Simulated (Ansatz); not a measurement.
Ansatz (a first-principles code) input (CCSD(T)/def2-SVPD):

Ansatz 0.2 input:
```yaml
crystal:
  periodic: [false, false, false]
  atoms:
    - {symbol: Si, position_ang: [-0.16024585, -0.09395408, -0.82925137]}
    - {symbol: Br, position_ang: [0.26998387, 0.16109685, 1.37935147]}
    - {symbol: N, position_ang: [1.38481170, -0.42878456, -1.47402965]}
    - {symbol: N, position_ang: [-1.05540839, 1.31192820, -1.19970020]}
    - {symbol: N, position_ang: [-1.14261005, -1.39513836, -1.31114200]}
    - {symbol: H, position_ang: [1.50437440, -0.61900167, -2.45649896]}
    - {symbol: H, position_ang: [2.21709487, -0.05410997, -1.05047651]}
    - {symbol: H, position_ang: [-1.41655922, 1.46462450, -2.12812771]}
    - {symbol: H, position_ang: [-0.90324017, 2.17175770, -0.69968857]}
    - {symbol: H, position_ang: [-0.77975791, -2.33470941, -1.29564771]}
    - {symbol: H, position_ang: [-2.13545834, -1.36763064, -1.14323992]}
basis:
  gaussian:
    orbitals: def2-SVPD
magnetization: {spin_polarized: false}
correlation: {method: ccsd_t, electrons: outside_noble_gas}
output: {forces: true}
```

End of the output:

```
perturbative correction -0.70330827 eV, -0.0258461023 hartree
the calculation of the forces begins
Total energy: -82414.59374320 eV, -3028.6804574446 hartree
Atom 0 at    -0.160246    -0.093954    -0.829251 Å, force     0.114950     0.097482     0.403952 eV/Å
Atom 1 at     0.269984     0.161097     1.379351 Å, force     0.038141     0.029806     0.150142 eV/Å
Atom 2 at     1.384812    -0.428785    -1.474030 Å, force     0.280442    -0.210148    -0.013312 eV/Å
Atom 3 at    -1.055408     1.311928    -1.199700 Å, force    -0.287217     0.194788     0.050505 eV/Å
Atom 4 at    -1.142610    -1.395138    -1.311142 Å, force    -0.171926    -0.207489    -0.212731 eV/Å
Atom 5 at     1.504374    -0.619002    -2.456499 Å, force     0.058125    -0.083207    -0.340679 eV/Å
Atom 6 at     2.217095    -0.054110    -1.050477 Å, force     0.340227     0.123176     0.122724 eV/Å
Atom 7 at    -1.416559     1.464624    -2.128128 Å, force    -0.146646     0.062865    -0.317659 eV/Å
Atom 8 at    -0.903240     2.171758    -0.699689 Å, force     0.026636     0.346874     0.157978 eV/Å
Atom 9 at    -0.779758    -2.334709    -1.295648 Å, force     0.105853    -0.342726    -0.026567 eV/Å
Atom 10 at    -2.135458    -1.367631    -1.143240 Å, force    -0.358585    -0.011422     0.025646 eV/Å
Dipole moment:    -0.046481     0.022908    -0.558819 e Å
```
